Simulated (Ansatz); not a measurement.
AlFH4N2 (`[NH2][Al]([NH2])[F]`), relaxed with RKS PBE0-D4/def2-TZVP in the Gaussian-basis code of Ansatz from a PBE-D4/def2-SVP geometry. The force threshold is 0.005 eV/Å; the program also tests the step.

Charge 0, multiplicity 1.

Start:

```xyz
8

N     0.451   -0.142    1.519
Al   -0.501    0.223    0.065
N     0.063   -0.103   -1.586
F    -2.018    0.918    0.264
H     0.131    0.044    2.471
H     1.388   -0.546    1.537
H     0.967   -0.499   -1.844
H    -0.481    0.104   -2.426
```

(1) How much energy does the relaxation release, and in how many steps? (Best estimate.)

(2) Which bonds change most? (Best estimate.)

(3) Give the relaxed structure. (Estimate.)

Answers

(1) Ansatz gave: 0.04 eV, in 5 steps.

(2) The calculation gave: Al2–F4 from 1.681 to 1.652 Å; Al2–N3 from 1.775 to 1.758 Å; N1–Al2 from 1.775 to 1.758 Å; N1–H5 from 1.021 to 1.006 Å.

(3) Computed: 
```xyz
8

N     0.448   -0.135    1.506
Al   -0.494    0.222    0.065
N     0.063   -0.096   -1.572
F    -1.989    0.896    0.260
H     0.130    0.047    2.443
H     1.367   -0.543    1.519
H     0.950   -0.500   -1.821
H    -0.475    0.108   -2.398
```
